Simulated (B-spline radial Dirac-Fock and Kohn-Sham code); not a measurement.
Level of theory: Dirac-Fock (average of configuration) total-energy differences with a finite nucleus, the Breit interaction including its frequency dependence, and self-energy and vacuum-polarisation corrections; an atomic code on a B-spline grid. K edges are those of the screened (neutral excited atom) model, which lie within a few eV to tens of eV of tabulated edges.

An X-ray tube with a mercury target emits Kα1 at 70814.0 eV and Kβ1 at 80244.4 eV. K edges of lighter neighbours: Re 71672.4 eV, Os 73867.3 eV, Ir 76106.1 eV, Pt 78387.8 eV, Au 80718.2 eV.

Question: Which of these can serve as a Kβ filter, and which fluoresce under Kα1?

Answer: A Kβ filter needs its edge between the two lines: Re, Os, Ir, Pt. Kα1 excites none of their K shells.

Values without a named source are computed, but for edge energies of neutral atoms, which are taken from tables.
